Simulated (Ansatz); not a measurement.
Consider the hydrogenolysis of the Al–F bond: `B[C](=C)[AlH][F]` + H₂ → `B[C](=C)[AlH2]` + H–F.

Computed with Ansatz on PBE0-D4/def2-TZVP structures; ΔE is electronic, products minus reactants. CCSD(T)/CBS is the MP2 limit (def2-TZVPP, def2-QZVPP) plus CCSD(T) − MP2 in def2-TZVPP, frozen cores. This one scheme is used for every species. DFT in def2-TZVPP. B3LYP here is the variant with VWN-RPA as its local correlation; programs differ in this. Each species was taken in one conformer, which may not be the lowest.

| level | ΔE (kJ/mol) | difference from CCSD(T)/CBS |
| --- | --- | --- |
| LDA (SPW92) | 167.7 | -6.6 |
| B97M-V | 169.3 | -5.0 |
| B3LYP-D4 | 177.4 | 3.1 |
| r2SCAN0-D4 | 176.5 | 2.2 |
| CAM-B3LYP-D4 | 178.4 | 4.1 |
| PBE | 169.5 | -4.8 |
| revPBE | 168.3 | -6.0 |
| PBE0 | 165.8 | -8.5 |
| r2SCANh | 179.6 | 5.3 |
| CAM-B3LYP | 177.8 | 3.5 |
| LC-ωPBE | 171.2 | -3.1 |
| CCSD(T)/def2-SVP | 173.2 | -1.1 |
| MP2/def2-TZVPP | 178.5 | 4.2 |
| CCSD/def2-TZVPP | 170.8 | -3.5 |
| MP2/def2-QZVPP | 180.3 | 6.0 |
| CCSD/CBS(def2) | 172.7 | -1.6 |
| CCSD(T)/CBS | 174.3 | 0 |

Largest T1 diagnostic among the species: 0.012.

In def2-TZVPP, CCSD(T) changes the Hartree–Fock value by +4.7 kJ/mol (the triples alone add +1.6 kJ/mol) and MP2 by +10.9 kJ/mol. Leaving LDA and LC-ωPBE aside and taking each functional with its dispersion term where it has one, the values, not all of them listed here, spread over 16.3 kJ/mol, from HSE06-D4 to r2SCAN-D4. From PBE to PBE0 (25 % exact exchange), in def2-TZVPP and without D4, ΔE moves by −3.7 kJ/mol.
